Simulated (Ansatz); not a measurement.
Reactions of AlH$_{5}$N$_{2}$S (`[NH2][Al]([NH2])[SH]`).

Gas-phase electronic energies from Ansatz, PBE0-D4/def2-TZVP geometries. CCSD(T)/CBS is the MP2 limit (def2-TZVPP, def2-QZVPP) plus CCSD(T) − MP2 in def2-TZVPP, frozen cores. This one scheme is used for every species, atoms too. DFT in def2-TZVPP. No spin–orbit coupling; open shells (•) take unrestricted orbitals. Spin–orbit coupling would lower the free atoms: a little for Al, S. Bonds to Br are less sure, by a few kJ/mol each and by 10 to 20 or more in all where they break to atoms, as the def2 sets lack core-valence functions. Scalar relativity is left out up to krypton. Each species was taken in one conformer, which may not be the lowest.

| reaction | CCSD(T)/CBS(def2) (kcal/mol) |
| --- | --- |
| `[NH2][Al]([NH2])[SH]` + HCl → `[NH2][Al]([SH])[Cl]` + NH₃ | ? |
| `[NH2][Al]([NH2])[SH]` → Al• + 5 H• + 2 N• + S• | 724.3 |
| `[NH2][Al]([NH2])[SH]` + H–F → `[NH2][Al]([F])[SH]` + NH₃ | -23.9 |
| `[NH2][Al]([NH2])[SH]` + H₂S → `[NH2][Al]([SH])[SH]` + NH₃ | ? |
| `[NH2][Al]([NH2])[SH]` + HCl → `[NH2][Al]([NH2])[Cl]` + H₂S | -13.7 |
| `[NH2][Al]([NH2])[SH]` + H₂ → `[NH2][AlH][NH2]` + H₂S | 21.7 |
| `[NH2][Al]([NH2])[SH]` + `O[SiH3]` → `[NH2][Al]([NH2])[O][SiH3]` + H₂S | -12.0 |
| `[NH2][Al]([NH2])[SH]` + `O[SiH3]` → `[NH2][Al]([SH])[O][SiH3]` + NH₃ | -18.7 |
| `[NH2][Al]([NH2])[SH]` + HBr → `[NH2][Al]([NH2])[Br]` + H₂S | -13.9 |
| `[NH2][Al]([NH2])[SH]` + H₂O → `[NH2][Al]([OH])[SH]` + NH₃ | ? |

(1) Fill in the missing values. (Estimate.)

Largest T1 diagnostic: 0.018, for Al•.

## Answers

(1) The calculation gave: `[NH2][Al]([NH2])[SH]` + HCl → `[NH2][Al]([SH])[Cl]` + NH₃: -19.5 kcal/mol; `[NH2][Al]([NH2])[SH]` + H₂S → `[NH2][Al]([SH])[SH]` + NH₃: -6.9 kcal/mol; `[NH2][Al]([NH2])[SH]` + H₂O → `[NH2][Al]([OH])[SH]` + NH₃: -11.4 kcal/mol.
